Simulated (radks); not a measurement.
Values are calculated unless marked as measured or tabulated.
Q: Orbital eigenvalues (eV) of the phosphorus ion P2+, [Ne] 3s2 3p1, of relativity; Dirac values are averaged over j with weights 2j + 1. Spin-unpolarised spherical Kohn-Sham, PBE, point nucleus unless stated (finite: rms radius 3.1889 fm), a radial shooting solver on a logarithmic mesh with Libxc functionals. A level marked "c x" has the speed of light scaled by that factor and shares open shells by 2j + 1; other Dirac levels either fill j = l - 1/2 first or share by 2j + 1.

shell       non-rel.
1s           -2102.0
2s           -196.59
2p           -148.10
3s           -33.863
3p           -24.285
3d (empty)   -12.033
4s (empty)   -10.794

Give the values at the level "Dirac, c x 0.85".

A: 
shell       Dirac, c x 0.85  change of magnitude (%)
1s                  -2110.6                    +0.41
2s                  -197.86                    +0.65
2p                  -148.06                    -0.03
3s                  -33.991                    +0.38
3p                  -24.270                    -0.07
3d (empty)          -12.000                    -0.27
4s (empty)          -10.823                    +0.26
